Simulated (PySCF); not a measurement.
# Reading the logs of faulty runs: AlCGeH6N

All numbers below are calculated, not measured. The program is PySCF 2.14.0, an open-source quantum chemistry code, run on an isolated molecule that a program drew, which may never have been made. The molecule is AlCGeH6N (charge 0, singlet), drawn as the SMILES string `[NH2][GeH2][CH2][Al]`.

Each row is a Hartree-Fock (HF) and frozen-core CCSD(T) single point in the cc-pV(D+d)Z basis, meant for a local HF minimum. Run 1 is clean. Each other run has one planted mistake out of seven kinds, and not every kind appears here: one electron removed, one electron added, multiplicity raised by two, geometry at a saddle point, minimal basis STO-3G, one bond length entered in bohr, all coordinates scaled. The reference is restricted for singlets and unrestricted otherwise, and also for a bond in bohr. Adding or removing an electron swaps singlet and doublet. Electrons count all cores. HOMO and LUMO are orbital energies over both spins, the gradient is its largest component, and the lowest frequency (negative if imaginary) is given only where the gradient is small. Bond lengths are over the 9 bonds as drawn. T1 is the CCSD diagnostic: over 0.02 (restricted) or 0.045 (unrestricted) a single reference is doubtful. Germanium has the cc-pVDZ-PP basis, with a core potential (ECP10MDF) in place of its 10 inner electrons, and its 3s, 3p and 3d shells are frozen in CCSD(T).

Geometry of the clean run:
```xyz
10
AlCGeH6N, angstrom
N    -0.2663   -1.1295   -1.2800
Ge   -1.4406    0.2424   -0.8827
C    -0.7152    1.6063    0.3341
Al    0.0355    1.0554    2.1049
H     0.5909   -0.8454   -1.7226
H    -0.0350   -1.7342   -0.5104
H    -1.8401    0.8616   -2.2288
H    -2.6644   -0.4297   -0.2416
H     0.0731    2.1462   -0.2159
H    -1.5195    2.3396    0.5103
```

| run | electrons | basis functions | <S^2> | HOMO (eV) | LUMO (eV) | gradient (hartree/bohr) | lowest frequency (cm^-1) | mean bond (Å) | longest bond (Å) | T1 | HF (hartree) | CCSD(T) (hartree) | mistake |
|---|---|---|---|---|---|---|---|---|---|---|---|---|---|
| 1 | 64 | 104 | 0.000 | -7.68 | 1.14 | 3.4e-05 | 45 | 1.4559 | 2.001 | 0.0116 | -631.09102 | -631.62306 | no fault |
| 2 | 64 | 104 | 2.007 | -6.12 | 0.21 | 1.1e-02 | - | 1.4559 | 2.001 | 0.0161 | -631.04049 | -631.54745 | multiplicity raised by two |
| 3 | 64 | 104 | 0.000 | -7.81 | 0.98 | 4.0e-02 | - | 1.5433 | 2.121 | 0.0127 | -631.06350 | -631.60647 | all coordinates scaled |
| 4 | 64 | 104 | 1.170 | -7.89 | 0.96 | 2.5e-02 | - | 1.6503 | 3.716 | 0.0362 | -631.00148 | -631.50498 | ? |

**Which mistake was planted in run 4, and what did it cost?**

The mean bond changes by a factor of 1.134 and the longest by 1.857, so the molecule wasn't scaled as a whole. A length L in bohr read as angstrom grows by (1/0.5292 - 1) L = 0.890 L. The 9 bonds together grew by 9 x 0.1944 = 1.750 Å, which gives L = 1.966 Å. That is bond Ge2-C3, 1.966 Å in the clean geometry. So the mistake is: one bond length entered in bohr. Subtracting run 1 and multiplying by 627.51 kcal/mol a hartree, the energy moved by 56.2 kcal/mol in HF and 74.1 kcal/mol in CCSD(T).

